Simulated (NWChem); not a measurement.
System meant: SiH4O2; SMILES O[SiH2]O

Input file for NWChem:

```
start job
memory heap 200 mb stack 900 mb global 1100 mb
geometry units angstroms noautoz
  Si     0.000000     0.000000    -0.425510
  O     -1.385296     0.051134     0.489315
  O      1.385296    -0.051134     0.489315
  H     -0.065134     1.236725    -1.249975
  H      0.065134    -1.236725    -1.249975
  H     -1.586576    -0.732799     1.009028
  H      1.586576     0.732799     1.009028
end
basis spherical
  * library def2-svp
end
dft
  odft
  mult 2
  xc pbe0
  iterations 150
  mulliken
end
task dft energy
```

End of the output:

```
 Summary of "ao basis" -> "" (spherical)
 ------------------------------------------------------------------------------
       Tag                 Description            Shells   Functions and Types
 ---------------- ------------------------------  ------  ---------------------
 *                          def2-svp                  on all atoms

                                 NWChem DFT Module
                                 -----------------

 Summary of "ao basis" -> "ao basis" (spherical)
 ------------------------------------------------------------------------------
       Tag                 Description            Shells   Functions and Types
 ---------------- ------------------------------  ------  ---------------------
 Si                         def2-svp                 8       18   4s3p1d
 O                          def2-svp                 6       14   3s2p1d
 H                          def2-svp                 3        5   2s1p

 Summary of "ao basis" -> "ao basis" (spherical)
 ------------------------------------------------------------------------------
       Tag                 Description            Shells   Functions and Types
 ---------------- ------------------------------  ------  ---------------------
 Si                         def2-svp                 8       18   4s3p1d
 O                          def2-svp                 6       14   3s2p1d
 H                          def2-svp                 3        5   2s1p

      Symmetry analysis of basis
      --------------------------

        a          34
        b          32

  number of electrons :                   34
  multiplicity        :                    2
 ------------------------------------------------------------------------
  no. of electrons and multiplicity not compatible                  34
 ------------------------------------------------------------------------
 ------------------------------------------------------------------------
  current input line :
    22: task dft energy
 ------------------------------------------------------------------------
 ------------------------------------------------------------------------
 There is an error in the input file
 ------------------------------------------------------------------------
 For more information see the NWChem manual at https://nwchemgit.github.io

0: no. of electrons and multiplicity not compatible:Received an Error in Communication
```

Find the fault in this run and fix the input.

The program refused the input. Cause: the multiplicity doesn't fit the number of electrons (an even count wants an odd multiplicity, and the reverse). This input runs:
```
start job
memory heap 200 mb stack 900 mb global 1100 mb
geometry units angstroms noautoz
  Si     0.000000     0.000000    -0.425510
  O     -1.385296     0.051134     0.489315
  O      1.385296    -0.051134     0.489315
  H     -0.065134     1.236725    -1.249975
  H      0.065134    -1.236725    -1.249975
  H     -1.586576    -0.732799     1.009028
  H      1.586576     0.732799     1.009028
end
basis spherical
  Si library def2-svp
  O library def2-svp
  H library def2-svp
end
dft
  xc pbe0
  iterations 150
  mulliken
end
task dft energy
```
It converges to -441.92755 Ha (PBE0/def2-SVP).
